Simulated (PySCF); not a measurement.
# Bonding in `C[S@@](=O)[C@H]1C[C@H](C=O)C[SiH2]1`

C₆H₁₂O₂SSi.
Numbering: `[CH3:1][S@@:2](=[O:3])[C@H:4]1[CH2:5][C@H:6]([CH:7]=[O:8])[CH2:9][SiH2:10]1` (hydrogens: H11, H12, H13 on C1; H14 on C4; H15, H16 on C5; H17 on C6; H18 on C7; H19, H20 on C9; H21, H22 on Si10)

Geometry (GFN2-xTB, Å), atoms numbered from 1 in this order:
```
atom  x, y, z in Å
C1     3.243   -0.650   -0.072
S2     1.540   -1.360   -0.004
O3     1.172   -1.379    1.416
C4     0.694    0.129   -0.692
C5    -0.703   -0.286   -1.147
C6    -1.599   -0.376    0.091
C7    -3.044   -0.538   -0.275
O8    -3.802   -1.348    0.179
C9    -1.441    0.936    0.879
Si10   0.405    1.379    0.729
H11    3.560   -0.624   -1.108
H12    3.247    0.342    0.364
H13    3.890   -1.310    0.497
H14    1.292    0.463   -1.537
H15   -1.105    0.471   -1.828
H16   -0.678   -1.241   -1.679
H17   -1.283   -1.213    0.717
H18   -3.391    0.211   -1.020
H19   -1.783    0.807    1.903
H20   -2.061    1.714    0.428
H21    0.636    2.731    0.201
H22    1.200    1.164    1.927
```

Bond orders from the PBE0/pcSseg-1 density (PySCF). Isolated species at its GFN2-xTB geometry (one conformer only).

**Question.** How far do the computed orders between heavy atoms stray from the drawn ones?

**Answer.** The largest departure is 0.510, at S2–O3 (drawn double, 1.490). Drawn single, order below 0.88: S2–C4 (0.867) and Si10–C4 (0.798). Drawn double or triple, more than 0.30 short of the drawn order: S2–O3 (1.490).

**Question.** Give the Mayer order of every bond between heavy atoms, beside its length.

**Answer.** 
```tsv
bond	drawn as	length (Å)	Mayer order
C1–S2	single	1.846	0.897
S2–O3	double	1.468	1.490
S2–C4	single	1.845	0.867
C4–C5	single	1.526	1.016
C5–C6	single	1.531	0.972
C6–C7	single	1.499	0.964
C7–O8	double	1.198	2.052
C6–C9	single	1.538	0.995
C9–Si10	single	1.904	0.903
Si10–C4	single	1.915	0.798
```

By pair of heavy elements: C–S: lowest S2–C4 (0.867, 1.845 Å), highest C1–S2 (0.897, 1.846 Å). C–C: lowest C6–C7 (0.964, 1.499 Å), highest C4–C5 (1.016, 1.526 Å); in 3 of the 6 pairs the longer bond (by over 0.003 Å) has the higher order (by 0.02 or more). C–Si: lowest Si10–C4 (0.798, 1.915 Å), highest C9–Si10 (0.903, 1.904 Å).

**Question.** And the bonds to hydrogen?

**Answer.** C–H: 0.92 to 0.95 (10 bonds); H–Si: 0.94 to 0.96 (2 bonds).

**Question.** Sum the orders of all bonds at each heavy atom with more than one neighbour and set the sums beside the valence in the SMILES.

**Answer.** C1 3.737 (drawn 4), S2 3.254 (drawn 4), C4 3.613 (drawn 4), C5 3.872 (drawn 4), C6 3.847 (drawn 4), C7 3.939 (drawn 4), C9 3.782 (drawn 4), Si10 3.604 (drawn 4). Orders between atoms that aren't bonded are not in these sums.

For a closed shell the Mayer order of atoms A and B is Σ (PS)μν (PS)νμ over the basis functions μ on A and ν on B, with P the density and S the overlap matrix.
